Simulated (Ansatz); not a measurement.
Species: CH$_{5}$OSi, charge 0, doublet. CH5OSi (SMILES C[SiH]O, doublet).
B3LYP-D3(BJ)/def2-TZVP minimum from Ansatz (a program for electronic structure):
```
Si
O 1 1.6630
H 2 0.9607 1 117.95
H 1 1.4886 2 104.13 3 176.71
C 1 1.8831 4 110.53 2 120.26
H 5 1.0914 1 111.88 4 179.34
H 5 1.0922 6 107.89 1 121.25
H 5 1.0941 6 108.40 7 117.20
```
Charge 0, spin multiplicity 2.

Atomisation energy term by term, kcal/mol (programs: Ansatz). UHF or UKS for unpaired electrons; spin-orbit terms are left out. Correlated methods leave the cores frozen. Rows without X2C or -DK are non-relativistic. CBS(X,Y): correlation extrapolated as X^-3, Hartree-Fock from the larger set. A bracket is a step between two methods taken in the basis named. 'core' is core correlation in cc-pwCVTZ (1s frozen past Ne), 'X2C' scalar relativity in cc-pVTZ-DK, both at CCSD(T). For partners of very few electrons the exact lower level stands in for a higher one.

| term | basis | kcal/mol |
|---|---|---|
| Hartree-Fock | cc-pV(Q+d)Z | 498.38 |
| CCSD correlation | CBS(cc-pV(T+d)Z,cc-pV(Q+d)Z) | 163.16 |
| (T) | CBS(cc-pV(T+d)Z,cc-pV(Q+d)Z) | 9.02 |
| CCSDT(Q) - CCSD(T) | cc-pV(D+d)Z | 0.58 |
| core correlation | cc-pwCVTZ | 1.34 |
| scalar relativity | X2C, cc-pVTZ-DK | -1.10 |
| sum: De |  | 671.4 |
